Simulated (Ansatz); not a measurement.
Reactions of FH₇OSi₃, SMILES `F[SiH]([SiH3])O[SiH3]`.

Program: Ansatz. Geometries: PBE0-D4/def2-TZVP. ΔE: electronic, gas phase. CCSD(T)/CBS is the MP2 limit (def2-TZVPP, def2-QZVPP) plus CCSD(T) − MP2 in def2-TZVPP, frozen cores. This one scheme is used for every species. Functionals use def2-TZVPP. For Se outer-core shells are correlated without core-valence functions, which leaves a few kJ/mol of doubt a bond. Scalar relativity is left out up to krypton. One conformer a species, not always the lowest.

```tsv
reaction	CCSD(T)/CBS(def2) (eV)
`F[SiH]([SiH3])O[SiH3]` + `CNCF` → `CN([SiH3])CF` + `F[SiH2]O[SiH3]`	-0.54
`F[SiH]([SiH3])O[SiH3]` + `[SH][AlH][SH]` → `[SiH3][S][AlH][SH]` + `O[SiH](F)[SiH3]`	?
`F[SiH]([SiH3])O[SiH3]` → `O[SiH](F)[SiH2][SiH3]`	?
`F[SiH]([SiH3])O[SiH3]` + CH₃SH → `CS[SiH](F)[SiH3]` + `O[SiH3]`	0.59
`F[SiH]([SiH3])O[SiH3]` + `C=C` → `C=C[SiH](F)O[SiH3]` + SiH₄	-0.24
`F[SiH]([SiH3])O[SiH3]` + `[NH2][AlH2]` → `[NH2][AlH][SiH](F)[SiH3]` + `O[SiH3]`	1.30
`F[SiH]([SiH3])O[SiH3]` + `N[SiH2][SeH]` → `[SiH3]N[SiH2][SeH]` + `O[SiH](F)[SiH3]`	0.50
`F[SiH]([SiH3])O[SiH3]` → `O[SiH2][SiH2][SiH2]F`	?
`F[SiH]([SiH3])O[SiH3]` + `[AlH3]` → `[AlH2][SiH]([SiH3])O[SiH3]` + H–F	1.51
`F[SiH]([SiH3])O[SiH3]` → `O[SiH](F)[SiH3]` + `[SiH2]`	3.51
```

**Question.** Fill in the missing values. (An estimate is asked.)

**Answer.** Ansatz gave: `F[SiH]([SiH3])O[SiH3]` + `[SH][AlH][SH]` → `[SiH3][S][AlH][SH]` + `O[SiH](F)[SiH3]`: +0.42 eV; `F[SiH]([SiH3])O[SiH3]` → `O[SiH](F)[SiH2][SiH3]`: +0.98 eV; `F[SiH]([SiH3])O[SiH3]` → `O[SiH2][SiH2][SiH2]F`: +1.30 eV.

Largest T1 diagnostic: 0.014, for `[SiH2]`.
